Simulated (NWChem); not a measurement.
BiCl₂F; SMILES [F][Bi]([Cl])[Cl]

Results from NWChem. All runs use the structure optimised with PBE-D3(BJ)/def2-SVP. def2 effective core potentials on Bi; no spin-orbit coupling. Level r2SCAN/def2-SVP: energy and gradient on several grids; changes count from the extra-fine grid, which is no exact limit either.

### Question
Which is the coarsest grid (fine; coarse; xcoarse; medium; xfine) from which on the energy stays within 100 μHa and each gradient component within 200 μHa/bohr of xfine?

### Answer
fine.
```tsv
grid	size of the energy change (μHa)	largest change of a gradient component (μHa/bohr)
xcoarse	3000	6000
coarse	200	200
medium	200	100
fine	10	< 30
xfine	< 10	< 30
```
